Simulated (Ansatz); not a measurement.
C₂H₈N (SMILES C[NH2+]C), charge +1, singlet, geometry from GFN2-xTB; SC-NEVPT2/6-31G, CASSCF(4,4) in Ansatz (a program for electronic structure).

Here is a job for Ansatz.
Ansatz 0.2 input:
```yaml
crystal:
  periodic: [false, false, false]
  atoms:
    - {symbol: C, position_ang: [-0.02333821, -0.27178422, 1.23058526]}
    - {symbol: N, position_ang: [0.03459018, 0.54534707, 0.00080941]}
    - {symbol: C, position_ang: [-0.01095720, -0.26891545, -1.23138777]}
    - {symbol: H, position_ang: [0.81917921, -0.96023702, 1.25829085]}
    - {symbol: H, position_ang: [0.01259112, 0.36354745, 2.11314052]}
    - {symbol: H, position_ang: [-0.94632669, -0.84824181, 1.24954279]}
    - {symbol: H, position_ang: [0.89993071, 1.10048027, 0.00580798]}
    - {symbol: H, position_ang: [0.83180433, -0.95731169, -1.25222260]}
    - {symbol: H, position_ang: [0.03383921, 0.36847078, -2.11205406]}
    - {symbol: H, position_ang: [-0.93370156, -0.84531649, -1.26097066]}
    - {symbol: H, position_ang: [-0.75367517, 1.20537707, -0.00238562]}
basis:
  gaussian:
    orbitals: 6-31G
total_charge: 1
magnetization: {spin_polarized: false}
correlation: {method: sc_nevpt2, electrons: all, active_space: {window: {electrons: 4, orbitals: 4}}}
```

What the program printed (banner, timings and long lists left out):

```
Functional definition: HF
642 factors; integrals over basis functions are off by at most 1.9e-4 eV
mean field evaluation 1: about -3659.0976 eV, gradient 3.1e1 eV
mean field evaluation 2: about -3659.0946 eV, gradient 3.1e1 eV
mean field evaluation 4: about -3661.4478 eV, gradient 2.4e0 eV
mean field evaluation 8: about -3661.4621 eV, gradient 1.4e-2 eV
mean field -3661.46206425 eV, -134.5562490330 hartree, gradient 1.6e-6 eV, S^2 0.000000; 0 other end points of the search recorded, 0 dependent functions left out
reference -3661.46206425 eV, -134.5562490330 hartree; 13, 13 occupied and 30, 30 virtual orbitals, 642 factors
state -3662.64926104 eV, -134.5998777103 hartree
state -3662.64926104 eV, -134.5998777103 hartree; corrected -3669.57370116 eV, -134.8543461913 hartree
state -3662.60648637 eV, -134.5983057704 hartree
state -3662.60648637 eV, -134.5983057704 hartree; corrected -3669.52926227 eV, -134.8527130922 hartree
state -3662.64926104 eV, -134.5998777103 hartree; corrected -3669.57370116 eV, -134.8543461913 hartree
the orbitals are reached from a further start. From the first start the search ends at -3662.60648474 eV, -134.5983057105 hartree
Total energy: -3669.57370116 eV, -134.8543461913 hartree
```
